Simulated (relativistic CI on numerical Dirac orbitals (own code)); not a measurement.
## Pb⁵⁷⁺: computed level list

These numbers are calculated, not measured: Dirac-Coulomb-Breit CI, KLI orbitals optimised for each configuration, model QED (radiative potential, 1s self-energy scaled to tabulated hydrogen-like ionisation energies), unscaled Slater integrals (own radial code, finite nucleus).

Configuration list (outside the closed core [Ne]): 3s2 3p6 3d7, 3s2 3p5 3d8, 3s2 3p4 3d9, 3s 3p6 3d8, 3p6 3d9, 3s 3p5 3d9, 3s2 3p6 3d6 4s, 3s2 3p6 3d6 4p, 3s2 3p4 3d8 4s, 3s2 3p6 3d6 4d, 3s2 3p4 3d8 4p, 3s2 3p5 3d7 4s, 3s2 3p6 3d6 4f, 3s2 3p5 3d7 4p, 3s2 3p6 3d5 4s2, 3s 3p6 3d7 4s. Levels of other configurations are missing.

The lowest level is 3s2 3p6 3d7 4F_9/2, with 56 % of that term; Hund's rules for 3s2 3p6 3d7 give 4F with J = 9/2, in agreement.

| No. | Configuration | Term | J | E (10³ cm⁻¹) | % | Next component (%) | Lifetime (s) |
| --- | --- | --- | --- | --- | --- | --- | --- |
| 1 | 3s2 3p6 3d7 | 4F | 9/2 | 0.0 | 56 | 38 2G |  |
| 2 | 3s2 3p6 3d7 | 2P | 3/2 | 119.6 | 49 | 28 2D |  |
| 3 | 3s2 3p6 3d7 | 2D | 5/2 | 189.9 | 52 | 22 4P | 3.21e-02 |
| 4 | 3s2 3p6 3d7 | 4F | 7/2 | 880.2 | 83 | 16 2G | 5.70e-08 |
| 5 | 3s2 3p6 3d7 | 4F | 9/2 | 939.9 | 38 | 37 2H | 1.02e-07 |
| 6 | 3s2 3p6 3d7 | 4P | 3/2 | 974.2 | 37 | 31 2D | 6.29e-08 |
| 7 | 3s2 3p6 3d7 | 4P | 5/2 | 996.4 | 56 | 21 2D | 1.11e-07 |
| 8 | 3s2 3p6 3d7 | 2P | 1/2 | 1004.7 | 51 | 49 4P | 8.64e-08 |
| 9 | 3s2 3p6 3d7 | 2H | 11/2 | 1017.5 | 100 |  | 1.21e-06 |
| 10 | 3s2 3p6 3d7 | 2F | 7/2 | 1087.6 | 58 | 38 2G | 4.96e-07 |
| 11 | 3s2 3p6 3d7 | 2F | 5/2 | 1125.7 | 60 | 31 2D | 2.26e-07 |
| 12 | 3s2 3p6 3d7 | 2D | 3/2 | 1299.0 | 89 | 6 2P | 1.66e-07 |
| 13 | 3s2 3p6 3d7 | 4F | 5/2 | 1824.6 | 67 | 29 2D | 3.15e-08 |
| 14 | 3s2 3p6 3d7 | 4P | 3/2 | 1865.4 | 38 | 36 4F | 3.83e-08 |
| 15 | 3s2 3p6 3d7 | 2H | 9/2 | 1905.7 | 57 | 37 2G | 6.04e-08 |
| 16 | 3s2 3p6 3d7 | 4P | 1/2 | 1916.8 | 51 | 49 2P | 5.02e-08 |
| 17 | 3s2 3p6 3d7 | 2G | 7/2 | 1931.3 | 46 | 40 2F | 5.99e-08 |
| 18 | 3s2 3p6 3d7 | 2D | 5/2 | 2166.0 | 66 | 22 2F | 4.89e-08 |
| 19 | 3s2 3p6 3d7 | 2D | 3/2 | 2827.9 | 50 | 27 4F | 2.40e-08 |
| 20 | 3s2 3p5 3d8 | 4G° | 11/2 | 4054.2 | 89 | 11 2H° | 5.96e-12 |
| 21 | 3s2 3p5 3d8 | 2D° | 5/2 | 4164.5 | 56 | 18 2F° | 1.61e-12 |
| 22 | 3s2 3p5 3d8 | 2F° | 7/2 | 4176.5 | 54 | 38 4D° | 2.87e-12 |
| 23 | 3s2 3p5 3d8 | 4F° | 9/2 | 4233.7 | 57 | 36 2G° | 6.08e-13 |
| 24 | 3s2 3p5 3d8 | 2P° | 1/2 | 4345.9 | 52 | 31 2S° | 4.95e-13 |
| 25 | 3s2 3p5 3d8 | 4D° | 7/2 | 4472.8 | 45 | 39 2F° | 2.84e-13 |
| 26 | 3s2 3p5 3d8 | 2P° | 3/2 | 4479.8 | 56 | 16 4D° | 1.12e-12 |
| 27 | 3s2 3p5 3d8 | 2D° | 5/2 | 4497.6 | 56 | 15 2F° | 5.22e-13 |
| 28 | 3s2 3p5 3d8 | 2P° | 3/2 | 4577.4 | 43 | 26 2D° | 3.12e-13 |
| 29 | 3s2 3p5 3d8 | 4G° | 9/2 | 5011.5 | 65 | 23 2G° | 1.69e-12 |
| 30 | 3s2 3p5 3d8 | 4F° | 7/2 | 5063.9 | 33 | 32 4D° | 1.16e-12 |
| 31 | 3s2 3p5 3d8 | 4P° | 5/2 | 5170.4 | 50 | 22 4D° | 9.94e-13 |
| 32 | 3s2 3p5 3d8 | 4D° | 5/2 | 5176.9 | 47 | 34 2F° | 7.14e-13 |
| 33 | 3s2 3p5 3d8 | 2D° | 3/2 | 5177.6 | 47 | 35 4D° | 6.08e-13 |
| 34 | 3s2 3p5 3d8 | 2S° | 1/2 | 5189.7 | 34 | 23 2P° | 5.76e-13 |
| 35 | 3s2 3p5 3d8 | 2H° | 11/2 | 5206.9 | 89 | 11 4G° | 1.36e-12 |
| 36 | 3s2 3p5 3d8 | 2G° | 7/2 | 5241.4 | 52 | 36 2F° | 6.57e-13 |
| 37 | 3s2 3p5 3d8 | 4D° | 5/2 | 5314.4 | 38 | 28 2D° | 3.76e-13 |
| 38 | 3s2 3p5 3d8 | 2G° | 7/2 | 5361.5 | 34 | 26 2F° | 3.08e-13 |
| 39 | 3s2 3p5 3d8 | 4S° | 3/2 | 5370.2 | 43 | 21 2P° | 3.31e-13 |
| 40 | 3s2 3p5 3d8 | 2G° | 9/2 | 5383.2 | 62 | 19 2H° | 3.41e-13 |
| 41 | 3s2 3p5 3d8 | 2D° | 3/2 | 5474.4 | 54 | 15 4P° | 4.15e-13 |
| 42 | 3s2 3p5 3d8 | 2P° | 1/2 | 5501.3 | 60 | 30 4D° | 5.16e-13 |
| 43 | 3s2 3p5 3d8 | 2F° | 5/2 | 5501.7 | 75 | 16 2D° | 4.44e-13 |
| 44 | 3s2 3p5 3d8 | 4D° | 3/2 | 6090.2 | 30 | 25 4F° | 4.95e-13 |
| 45 | 3s2 3p5 3d8 | 2G° | 7/2 | 6168.6 | 37 | 30 4G° | 4.91e-13 |
| 46 | 3s2 3p5 3d8 | 4D° | 1/2 | 6173.2 | 60 | 37 2P° | 4.30e-13 |
| 47 | 3s2 3p5 3d8 | 2D° | 5/2 | 6180.8 | 33 | 24 2F° | 4.60e-13 |
| 48 | 3s2 3p5 3d8 | 2P° | 3/2 | 6411.5 | 50 | 19 4D° | 4.80e-13 |
| 49 | 3s2 3p4 3d9 | 2F | 7/2 | 8442.8 | 49 | 40 4D | 3.81e-13 |
| 50 | 3s2 3p4 3d9 | 4F | 9/2 | 8468.4 | 69 | 31 2G | 3.25e-13 |
| 51 | 3s2 3p4 3d9 | 2P | 1/2 | 8553.4 | 73 | 15 2S | 3.02e-13 |
| 52 | 3s2 3p5 3d8 | 4D° | 7/2 | 8562.0 | 46 | 25 2F° | 8.23e-14 |
| 53 | 3s2 3p5 3d8 | 2G° | 9/2 | 8657.6 | 50 | 21 4G° | 7.16e-14 |
| 54 | 3s2 3p5 3d8 | 2P° | 3/2 | 8673.9 | 32 | 31 2D° | 8.00e-14 |
| 55 | 3s2 3p5 3d8 | 2F° | 5/2 | 8724.5 | 40 | 34 2D° | 7.41e-14 |
| 56 | 3s2 3p4 3d9 | 2D | 5/2 | 8734.3 | 68 | 23 4D | 3.30e-13 |
| 57 | 3s2 3p4 3d9 | 2P | 3/2 | 8799.2 | 47 | 32 2D | 1.98e-13 |
| 58 | 3s2 3p4 3d9 | 2D | 5/2 | 8831.6 | 49 | 29 4P | 1.72e-13 |
| 59 | 3s2 3p5 3d8 | 2P° | 1/2 | 8905.7 | 66 | 24 4D° | 7.68e-14 |
| 60 | 3s2 3p5 3d8 | 4G° | 7/2 | 9325.3 | 44 | 25 2G° | 1.60e-13 |
| 61 | 3s2 3p5 3d8 | 4F° | 5/2 | 9327.5 | 27 | 23 2D° | 1.58e-13 |
| 62 | 3s2 3p5 3d8 | 4D° | 3/2 | 9378.2 | 39 | 24 2D° | 1.64e-13 |
| 63 | 3s2 3p5 3d8 | 4P° | 1/2 | 9404.3 | 51 | 28 4D° | 1.68e-13 |
| 64 | 3s2 3p5 3d8 | 2H° | 9/2 | 9447.5 | 64 | 29 2G° | 1.73e-13 |
| 65 | 3s2 3p4 3d9 | 4P | 3/2 | 9497.8 | 29 | 23 2D | 2.38e-13 |
| 66 | 3s2 3p4 3d9 | 2F | 7/2 | 9562.4 | 34 | 31 2G | 2.47e-13 |
| 67 | 3s2 3p4 3d9 | 4P | 1/2 | 9585.3 | 59 | 16 2S | 2.16e-13 |
| 68 | 3s2 3p4 3d9 | 2F | 5/2 | 9598.4 | 37 | 25 4D | 2.25e-13 |
| 69 | 3s2 3p5 3d8 | 2D° | 5/2 | 9649.3 | 32 | 25 4D° | 6.91e-14 |
| 70 | 3s2 3p5 3d8 | 2F° | 7/2 | 9702.8 | 54 | 32 2G° | 6.69e-14 |

Energies count from the lowest computed level; ° marks odd parity; lifetimes are radiative, by E1, M1, E2, M2 decay to levels of this space only; some are left blank where a channel outside the calculation adds to the decay or the decay crosses a small, uncertain gap.

The mean weight of the leading LS term, summed over parents, in these 70 levels is 52 %, and that of the leading jj configuration (from the same eigenvectors) 99 %, so jj coupling describes them better and the LS labels are nominal.

At this charge energies of transitions that change n are usually good to better than 1 %, and those within a shell (Δn = 0) to a few per cent.

LS names give the leading component of a level, which can be under half, so a name can repeat, a term be missing and a line seem to break the LS rules.
